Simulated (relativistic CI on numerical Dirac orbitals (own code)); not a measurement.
Ligand-field terms of d6

Computed with a parametric ligand-field model of a d^n configuration (Racah B and C, spin-orbit zeta, crystal field), exact diagonalisation.

Field parameters in Wybourne normalisation: Oh B⁴₀ = 21Dq, B⁴₄ = √(5/14) B⁴₀. The field is a parameter set, without covalency.

(1) Lowest levels for B = 370, C = 1650, ζ = 3200 cm⁻¹, Oh, 10Dq = 31800 cm⁻¹?

(2) Lowest levels for B = 860, C = 3780, ζ = 520 cm⁻¹, Oh, 10Dq = 12200 cm⁻¹?

(3) Lowest levels for B = 770, C = 3410, ζ = 490 cm⁻¹, Oh, 10Dq = 14900 cm⁻¹?

(4) Lowest levels for B = 440, C = 2070, ζ = 3300 cm⁻¹, Oh, 10Dq = 38650 cm⁻¹?

(5) Lowest levels for B = 680, C = 2830, ζ = 470 cm⁻¹, Oh, 10Dq = 38600 cm⁻¹?

## Answers

(1) A1 0 (S 0.12), E 25140 (S 1.02), T2 25891 (S 0.99), T1 26211 (S 0.90), A1 30048 (S 1.02), T1 30458 (S 0.95), E 31436 (S 1.00), T2 32261 (S 1.01), A2 32937 (S 1.00) cm⁻¹, with S from ⟨S²⟩ = S(S + 1). The ground level has 0.08 electrons in the cubic e pair; its S is far from a half-integer, so spin-orbit coupling mixes spin states.

(2) T2 0 (S 2.00), E 231 (S 2.00), T1 252 (S 2.00), A1 562 (S 1.99), T1 609 (S 2.00), T2 639 (S 2.00), A1 7062 (S 0.24), E 9243 (S 1.00), T2 9287 (S 1.00) cm⁻¹, with S from ⟨S²⟩ = S(S + 1). The ground level has 2.00 electrons in the cubic e pair.

(3) A1 0 (S 0.12), T2 873 (S 2.00), E 1072 (S 1.99), T1 1101 (S 1.99), A1 1377 (S 1.97), T1 1413 (S 1.99), T2 1448 (S 1.99), E 5572 (S 1.01), T2 5623 (S 1.02) cm⁻¹, with S from ⟨S²⟩ = S(S + 1). The ground level has 0.13 electrons in the cubic e pair; its S is far from a half-integer, so spin-orbit coupling mixes spin states.

(4) A1 0 (S 0.09), E 30767 (S 1.02), T2 31512 (S 0.99), T1 32077 (S 0.91), A1 35638 (S 1.01), T1 36301 (S 0.94), E 37391 (S 1.00), T2 38326 (S 1.01), A2 39044 (S 1.00) cm⁻¹, with S from ⟨S²⟩ = S(S + 1). The ground level has 0.06 electrons in the cubic e pair; its S is far from a half-integer, so spin-orbit coupling mixes spin states.

(5) A1 0 (S 0.00), E 30351 (S 1.00), T2 30365 (S 1.00), T1 30663 (S 1.00), A1 30839 (S 1.00), T1 35172 (S 0.96), E 35286 (S 1.00), T2 35584 (S 1.00), A2 35737 (S 1.00) cm⁻¹, with S from ⟨S²⟩ = S(S + 1). The ground level has 0.02 electrons in the cubic e pair.
